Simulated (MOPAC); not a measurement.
MOPAC input (PM3):

```
PM3 FORCE THERMO(298,298) PRECISE LET UHF MS=0.5 GEO-OK AUX(PRECISION=9) THREADS=1
C2ClF2

C     0.47504259 1   -0.20546921 1   -0.00573646 1
C    -0.85341466 1   -0.21482219 1    0.05640460 1
F    -1.61870426 1   -1.29635202 1    0.17715770 1
F    -1.66172427 1    0.84395120 1    0.01018141 1
Cl    1.89900824 1    0.31766667 1   -0.11285222 1
```

Output:

```
 *******************************************************************************
 **                                                                           **
 **                              MOPAC v23.2.5                                **
 **                                                                           **
 *******************************************************************************
 ** MOPAC's Digital Object Identifier: https://doi.org/10.5281/zenodo.6511958 **
 **                                                                           **
 ** Please cite the open-source release paper for use of this MOPAC version:  **
 ** J. E. Moussa and J. J. P. Stewart (2026)                                  **
 ** MOPAC: An open-source semiempirical molecular orbital program             **
 ** J. Open Source Softw., 11(119), 8025, https://doi.org/10.21105/joss.08025 **
 *******************************************************************************

                              PM3 CALCULATION RESULTS

 *******************************************************************************
 *  PM3        - The PM3 Hamiltonian to be used
 *  GEO-OK     - OVERRIDE INTERATOMIC DISTANCE AND OTHER SAFETY CHECKS
 *  UHF        - UNRESTRICTED HARTREE-FOCK CALCULATION
 *  MS=        - IN MECI, MAGNETIC COMPONENT OF SPIN =  0.5
 *  LET        - OVERRIDE SOME SAFETY CHECKS
 *  PRECISE    - TIGHTER CRITERIA TO BE USED
 *  FORCE      - FORCE CALCULATION SPECIFIED
 *  AUX        - OUTPUT AUXILIARY INFORMATION
 *  THERMO     - THERMODYNAMIC QUANTITIES TO BE CALCULATED
 *******************************************************************************
PM3 FORCE THERMO(298,298) PRECISE LET UHF MS=0.5 GEO-OK AUX(PRECISION=9) THREADS=1
 C2ClF2

   ATOM   CHEMICAL          X               Y               Z
  NUMBER   SYMBOL      (ANGSTROMS)     (ANGSTROMS)     (ANGSTROMS)

     1       C          0.47504259  *  -0.20546921  *  -0.00573646  *
     2       C         -0.85341466  *  -0.21482219  *   0.05640460  *
     3       F         -1.61870426  *  -1.29635202  *   0.17715770  *
     4       F         -1.66172427  *   0.84395120  *   0.01018141  *
     5      Cl          1.89900824  *   0.31766667  *  -0.11285222  *

          CARTESIAN COORDINATES

    NO.       ATOM           X           Y           Z

     1         C          0.4750     -0.2055     -0.0057
     2         C         -0.8534     -0.2148      0.0564
     3         F         -1.6187     -1.2964      0.1772
     4         F         -1.6617      0.8440      0.0102
     5        Cl          1.8990      0.3177     -0.1129

  C: (PM3): J. J. P. STEWART, J. COMP. CHEM. 10, 209 (1989).
  F: (PM3): J. J. P. STEWART, J. COMP. CHEM. 10, 209 (1989).
 Cl: (PM3): J. J. P. STEWART, J. COMP. CHEM. 10, 209 (1989).

           Empirical Formula: C2 F2 Cl  =     5 atoms

      MOLECULAR POINT GROUP   :   Cs

          UHF CALCULATION, NO. OF ALPHA ELECTRONS =   15
                           NO. OF BETA  ELECTRONS =   14

          HEAT OF FORMATION =     -42.645796 KCALS/MOLE
[...]
 TRANSITION DIPOLE   1.0828         C 2 -- F 4         +30.2% ( 82.2%)      0.0%
 TRAVEL (Ang.)       0.1399         C 2 -- F 3         +30.0% ( 81.9%)      0.0%
 REDUCED MASS        7.3647         C 1 -- Cl5          +2.1% ( 21.6%)      0.0%
 EFFECTIVE MASS     12.5669
 FORCE CONSTANT      0.9500

 VIBRATION          5    3A'         ATOM PAIR     ENERGY CONTRIBUTION    RADIAL
 FREQUENCY           523.71         C 1 -- C 2         +31.2% (103.7%)      0.2%
 TRANSITION DIPOLE   1.4929         F 3 -- F 4         +26.6% ( 95.7%)     22.0%
 TRAVEL (Ang.)       0.1688         C 2 -- F 4         +21.2% ( 85.6%)      0.8%
 REDUCED MASS        4.5206         C 2 -- F 3         +10.7% ( 60.8%)     61.3%
 EFFECTIVE MASS     15.3885         C 1 -- Cl5         +10.2% ( 59.4%)      0.2%
 FORCE CONSTANT      0.7305

 VIBRATION          6    4A'         ATOM PAIR     ENERGY CONTRIBUTION    RADIAL
 FREQUENCY           714.54         F 3 -- F 4         +27.3% ( 94.1%)     99.2%
 TRANSITION DIPOLE   2.5905         C 2 -- F 3         +20.7% ( 81.9%)     14.8%
 TRAVEL (Ang.)       0.1356         C 2 -- F 4         +19.0% ( 78.6%)     22.6%
 REDUCED MASS        5.1332         C 1 -- C 2         +17.7% ( 75.9%)     39.6%
 EFFECTIVE MASS     21.3222         C 1 -- Cl5         +15.3% ( 70.4%)     90.7%
 FORCE CONSTANT      1.5442

 VIBRATION          7    5A'         ATOM PAIR     ENERGY CONTRIBUTION    RADIAL
 FREQUENCY          1327.09         C 1 -- Cl5         +29.0% ( 77.4%)     98.4%
 TRANSITION DIPOLE   4.9464         C 2 -- F 4         +22.1% ( 67.5%)     82.8%
 TRAVEL (Ang.)       0.1156         C 2 -- F 3         +19.7% ( 63.7%)     74.1%
 REDUCED MASS        3.8010         C 1 -- C 2         +18.8% ( 62.3%)     70.8%
 EFFECTIVE MASS     15.3635         F 3 -- F 4         +10.5% ( 46.5%)     99.9%
 FORCE CONSTANT      3.9441

 VIBRATION          8    6A'         ATOM PAIR     ENERGY CONTRIBUTION    RADIAL
 FREQUENCY          1600.89         C 2 -- F 3         +36.4% ( 86.9%)     82.7%
 TRANSITION DIPOLE   3.5948         C 2 -- F 4         +35.2% ( 85.6%)     81.5%
 TRAVEL (Ang.)       0.0800         C 1 -- C 2         +23.3% ( 69.6%)      0.3%
 REDUCED MASS        6.5876         F 3 -- F 4          +5.0% ( 32.4%)      0.1%
 EFFECTIVE MASS     14.0214
 FORCE CONSTANT      9.9473

 VIBRATION          9    7A'         ATOM PAIR     ENERGY CONTRIBUTION    RADIAL
 FREQUENCY          1867.59         C 1 -- C 2         +45.8% ( 94.9%)     99.5%
 TRANSITION DIPOLE   0.8326         C 2 -- F 3         +20.1% ( 62.8%)     53.1%
 TRAVEL (Ang.)       0.0814         C 2 -- F 4         +19.7% ( 62.2%)     46.7%
 REDUCED MASS        5.4538         C 1 -- Cl5         +13.7% ( 52.0%)     96.1%
 EFFECTIVE MASS     12.4743
 FORCE CONSTANT     11.2076

      SYMMETRY NUMBER FOR POINT-GROUP Cs  =  1

          SYSTEM IS A GROUND STATE

 C2ClF2

          MOLECULE IS NOT LINEAR

          THERE ARE  9 GENUINE VIBRATIONS IN THIS SYSTEM
          THIS THERMODYNAMICS CALCULATION IS LIMITED TO
          MOLECULES WHICH HAVE NO INTERNAL ROTATIONS

                    CALCULATED THERMODYNAMIC PROPERTIES
                                          *
   TEMP. (K)   PARTITION FUNCTION   H.O.F.    ENTHALPY  HEAT CAPACITY ENTROPY
                                   KCAL/MOL   CAL/MOLE    CAL/K/MOL  CAL/K/MOL

 298.00  VIB.     0.5105D+01                  1312.1291     8.6847     7.6426
         ROT.     0.1364D+06                   888.2803     2.9808    26.4759
         INT.     0.6962D+06                  2200.4094    11.6655    34.1185
         TRA.     0.9303D+27                  1480.4672     4.9680    39.6394
         TOT.                      -42.646    3680.8766    16.6335    73.7580

   *: NOTE: HEATS OF FORMATION ARE RELATIVE TO THE
            ELEMENTS IN THEIR STANDARD STATE AT 298K
              (=  Standard Enthalpy of Formation).

            Hvib:  Zero-point energy is not included.
                   frequencies of less than zero cm-1 are not included.
            Hrot = (3/2)RT
            Htra = (3/2)RT + pV = (5/2)RT

            Heat capacity is Cp, not Cv

          For more information, see: HTTP://OpenMOPAC.net/Manual/thermochemistry.html

           FORCE CONSTANT IN CARTESIAN COORDINATES (Millidynes/A)

    ATOM   CHEMICAL       X               Y               Z
   NUMBER   SYMBOL  FORCE CONSTANT  FORCE CONSTANT  FORCE CONSTANT

      1       C       15.111825        1.557444        0.481043
      2       C       15.810594       12.689892        1.212387
      3       F        4.281376        7.540539        0.159423
      4       F        4.371837        7.289157        0.122934
      5      Cl        5.765069        0.661586        0.114885

 **********************
 *                    *
 * JOB ENDED NORMALLY *
 *                    *
 **********************

 == MOPAC DONE ==
```
